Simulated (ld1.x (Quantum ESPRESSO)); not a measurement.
# O (Z = 8): TM pseudisation with LDA (PZ), non-relativistic reference atom.

O (Z = 8), norm-conserving Troullier–Martins (Kleinman–Bylander form), made with ld1.x (Quantum ESPRESSO) 7.5 (LDA (PZ), non-relativistic). Core [He], reference 2s2 2p3 (charge +1). Waves: 2s (bound): rc 0.95 bohr; 2p (bound): rc 1.10 bohr. Local part: the p channel. Core correction: a·sin(br)/r model core inside 1.00 bohr.

All-electron outer shells of the reference configuration (LDA (PZ), non-relativistic, ld1.x):

```csv
shell,level (eV),outermost node (bohr),outermost maximum (bohr)
2s,-39.34,0.28,0.86
2p,-24.60,–,0.78
```

Estimate the cutoffs (Ry, on a coarse ladder) from which the occupation-weighted sum of valence levels, in a spherical-Bessel basis at the reference potential, stays within 10 and 1 mRy of its value at 400 Ry.

100 Ry and 180 Ry.

What does a ghost test show?

No extra level below or beside the all-electron valence levels (s, p, d, f tested).

Tests: 2s2 2p4; 2s2 2p2; 2s2 2p1; 2s0 2p6; 2s2 2p3.5; 2s1 2p5; 2s2 2p0. Which has the largest error in its energy relative to the reference configuration, and how large is it?

2s2 2p0, with +824 meV (all-electron minus pseudo) on +164.64 eV.
